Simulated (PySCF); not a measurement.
First SCF of a structure search on singlet MnO₃I, at a hand-made see-saw (ligand arrangement 1) geometry. PySCF input:

```python
from pyscf import gto, scf, dft
mol = gto.M(atom='''
Mn     0.000000     0.000000     0.000000
O     -0.000000    -1.613800     0.141200
O      1.276600     0.000000     0.997400
O     -1.276600     0.000000     0.997400
I      0.000000     2.510400     0.219600''',
    basis={'Mn': 'def2-SVP', 'O': 'def2-SVP', 'I': 'def2-SVP'},
    ecp={'I': 'def2-SVP'},
    charge=0, spin=0)
mf = dft.RKS(mol, xc='B3LYP')
mf.grids.atom_grid = (50, 194)
aux = {'Mn': 'def2-universal-JKFIT', 'O': 'def2-universal-JKFIT', 'I': 'def2-universal-JKFIT'}
mf = mf.density_fit(auxbasis=aux)
mf.conv_tol = 1e-08
mf.diis_space = 10
mf.max_cycle = 60
mf.init_guess = 'minao'
mf.verbose = 4
mf.kernel()
```

Excerpt of the output (cycles and frontier levels):

```
init E= -1641.89430688158
  HOMO = -0.563279242772541  LUMO = -0.451215617686198  gap/eV = 3.04941
cycle= 1 E= -1664.93273631177  delta_E=  -23  |g|= 5.47  |ddm|= 9.07
  HOMO = -0.231088097942809  LUMO = -0.144675489025881  gap/eV = 2.35141
cycle= 2 E= -1630.6842973954  delta_E= 34.2  |g|= 10.9  |ddm|= 20.1
  HOMO = -0.224930592016178  LUMO = -0.213786066625206  gap/eV = 0.30326
cycle= 3 E= -1661.6688252673  delta_E=  -31  |g|= 6.73  |ddm|= 17.4
  HOMO = -0.0145380922329514  LUMO = -0.0134890576750063  gap/eV = 0.02855
cycle= 4 E= -1670.12429422735  delta_E= -8.46  |g|= 3.53  |ddm|= 6.51
  HOMO = -0.272477625042263  LUMO = -0.255371745294536  gap/eV = 0.46547
cycle= 5 E= -1667.05097048601  delta_E= 3.07  |g|= 4.91  |ddm|= 6.16
  HOMO = -0.263677603201144  LUMO = -0.260627905374535  gap/eV = 0.08299
cycle= 6 E= -1670.47217702755  delta_E= -3.42  |g|= 2.99  |ddm|= 3.69
  HOMO = -0.184729681358717  LUMO = -0.121590660425238  gap/eV = 1.71810
... 32 lines left out ...
cycle= 23 E= -1673.92642886049  delta_E= -1.78e-07  |g|= 0.000155  |ddm|= 0.00422
  HOMO = -0.271814751607032  LUMO = -0.231007635494172  gap/eV = 1.11042
cycle= 24 E= -1673.92642887265  delta_E= -1.22e-08  |g|= 5.65e-05  |ddm|= 0.00043
  HOMO = -0.271815272365583  LUMO = -0.230997888104865  gap/eV = 1.11070
cycle= 25 E= -1673.92642888731  delta_E= -1.47e-08  |g|= 6.93e-05  |ddm|= 0.00124
  HOMO = -0.271821324071693  LUMO = -0.23099067677497  gap/eV = 1.11106
cycle= 26 E= -1673.92642889464  delta_E= -7.33e-09  |g|= 3.17e-05  |ddm|= 0.00141
  HOMO = -0.271821629130158  LUMO = -0.230996877353659  gap/eV = 1.11090
Extra cycle  E= -1673.92642888949  delta_E= 5.15e-09  |g|= 0.000186  |ddm|= 0.000256
converged SCF energy = -1673.92642888949
```

No lower solution of this spin was found from smeared starts or by a stability analysis within the restricted form, which does not test spin polarisation.

Stability towards spin polarisation was not tested.

The search for the lowest solution, 2 starts and the stability check together, took 60 s on 2 threads of a shared Intel Xeon @ 2.50GHz (Skylake/Cascade Lake) host, with 99 basis functions; the process peaked at 0.51 GiB.
